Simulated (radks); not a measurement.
The europium ion Eu+ inside a hard spherical wall (all orbitals vanish at R), configuration held at [Xe] 4f7 6s1 and not refilled when levels cross. All-electron calculation, scalar-relativistic Kohn-Sham, PBE, spin-unpolarised, spherical densities, finite nucleus; Fermi nuclear charge, rms radius 5.1115 fm. Program: a radial shooting solver on a logarithmic mesh with Libxc functionals. Eigenvalues in eV, with the zero of energy where the potential of the charges vanishes at infinity; a dash marks a level that is unbound or too diffuse for the functional's potential to be trusted. A positive occupied level is held by the wall or, in an anion where self-interaction has pushed it up, behind a barrier. The pressure on the wall is -dE/dV.

[
 {"R (bohr)": "free", "E (hartree)": "-10843.0765", "kinetic (hartree)": "11614.936", "e(5s)": "-50.905", "e(5p)": "-30.007", "e(4f)": "-8.903", "e(6s)": "-8.526", "e(5d, empty)": "-7.128", "e(6p, empty)": "-5.340", "pressure (GPa)": "0"},
 {"R (bohr)": "7", "E (hartree)": "-10843.0618", "kinetic (hartree)": "11615.038", "e(5s)": "-50.478", "e(5p)": "-29.593", "e(4f)": "-8.477", "e(6s)": "-7.904", "e(5d, empty)": "-6.690", "e(6p, empty)": "-3.883", "pressure (GPa)": "0.777"},
 {"R (bohr)": "6", "E (hartree)": "-10843.0325", "kinetic (hartree)": "11615.187", "e(5s)": "-50.010", "e(5p)": "-29.148", "e(4f)": "-7.997", "e(6s)": "-6.899", "e(5d, empty)": "-6.126", "e(6p, empty)": "-2.054", "pressure (GPa)": "3.12"},
 {"R (bohr)": "5", "E (hartree)": "-10842.9429", "kinetic (hartree)": "11615.586", "e(5s)": "-49.076", "e(5p)": "-28.269", "e(4f)": "-6.989", "e(6s)": "-4.207", "e(5d, empty)": "-4.818", "e(6p, empty)": "2.288", "pressure (GPa)": "14.3"},
 {"R (bohr)": "4", "E (hartree)": "-10842.6181", "kinetic (hartree)": "11616.999", "e(5s)": "-46.817", "e(5p)": "-26.088", "e(4f)": "-4.358", "e(6s)": "3.927", "e(5d, empty)": "-1.247", "e(6p, empty)": "13.881", "pressure (GPa)": "90.5"},
 {"R (bohr)": "3.5", "E (hartree)": "-10842.1372", "kinetic (hartree)": "11619.104", "e(5s)": "-44.259", "e(5p)": "-23.450", "e(4f)": "-1.230", "e(6s)": "13.914", "e(5d, empty)": "2.990", "e(6p, empty)": "26.897", "pressure (GPa)": "274"},
 {"R (bohr)": "2.5", "E (hartree)": "-10837.6488", "kinetic (hartree)": "11637.111", "e(5s)": "-27.928", "e(5p)": "-4.632", "e(4f)": "17.897", "e(6s)": "78.852", "e(5d, empty)": "30.467", "e(6p, empty)": "102.97", "pressure (GPa)": "4070"}
]
